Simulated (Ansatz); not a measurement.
Reaction (atomization): `[F][In]([F])[SH]` → 2 F• + H• + In• + S•

Program: Ansatz. Geometries: PBE0-D4/def2-TZVP. ΔE: electronic, gas phase. CCSD(T)/CBS adds triple-zeta CCSD(T) − MP2 to the extrapolated MP2 energy (def2 sets, frozen cores). This one scheme is used for every species, atoms too. DFT in def2-TZVPP. No spin–orbit coupling; open shells (•) take unrestricted orbitals. Spin–orbit coupling would lower the free atoms: a little for F, S; strongly for In. Elements past krypton have def2 core potentials. For In outer-core shells are correlated without core-valence functions, so the limit isn't a true one: a few kJ/mol of doubt a bond, and 10 to 20 or more in all where bonds break to atoms. Each species was taken in one conformer, which may not be the lowest.

```csv
level,ΔE (eV),difference from CCSD(T)/CBS
B97M-V,15.24,-0.06
PBE0-D4,14.81,-0.49
r2SCANh-D4,14.91,-0.39
CAM-B3LYP-D4,14.97,-0.33
B2PLYP,14.74,-0.56
PBE-QIDH,14.79,-0.51
PBE,15.35,0.05
CCSD(T)/def2-SVP,13.70,-1.60
SCS-MP2/def2-TZVPP,14.81,-0.49
MP2/def2-QZVPP,15.66,0.36
CCSD(T)/CBS,15.30,0
```

Largest T1 diagnostic among the species: 0.016.

From PBE to PBE0 (25 % exact exchange), in def2-TZVPP and without D4, ΔE moves by −0.63 eV: exact exchange takes away binding that semilocal exchange gives to molecules. Leaving LDA and LC-ωPBE aside and taking each functional with its dispersion term where it has one, the values, not all of them listed here, spread over 1.50 eV, from BHLYP-D4 to PBE-D4. LDA lies +2.53 eV from PBE without D4, its usual overbinding.

For atomizations the MP2-based limit and the directly extrapolated one differ by several kJ/mol either way, and by 10 to 25 for some Ge, Se and Sn compounds, so smaller differences from it don't rank the levels.
